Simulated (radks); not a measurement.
The hydrogen anion H-, [He], held by a Watson sphere: a shell of charge +1 at radius R that stands for the Madelung well of a crystal (potential energy -1/R inside, -1/r outside, in hartree with lengths in bohr). Method: scalar-relativistic Kohn-Sham, PBEsol, spin-polarised, spherical densities, point nucleus; computed with a radial shooting solver on a logarithmic mesh with Libxc functionals. Response by self-consistent Sternheimer equations with the Hartree and adiabatic LDA kernel, the relativistic mass of each level held fixed and spin-orbit coupling left out. The sphere does not respond.

R (bohr)  e(1s) (eV)  <r> 1s (bohr)  sum of <r^2> (bohr^2)  X-ray form factor at sin(theta)/lambda = 0.1 1/angstrom  alpha (bohr^3)
1.58          -7.804          1.658                  7.273                                                    1.554           10.91
1.71          -7.455          1.708                  7.721                                                    1.531           12.25
1.76          -7.328          1.726                  7.893                                                    1.523           12.78
2.33          -6.107          1.915                  9.798                                                    1.434           19.70
2.48          -5.841          1.958                  10.28                                                    1.414           21.77
3.13          -4.876          2.121                  12.26                                                    1.337           31.87
3.3           -4.663          2.158                  12.75                                                    1.320           34.82
3.32          -4.639          2.162                  12.81                                                    1.318           35.17
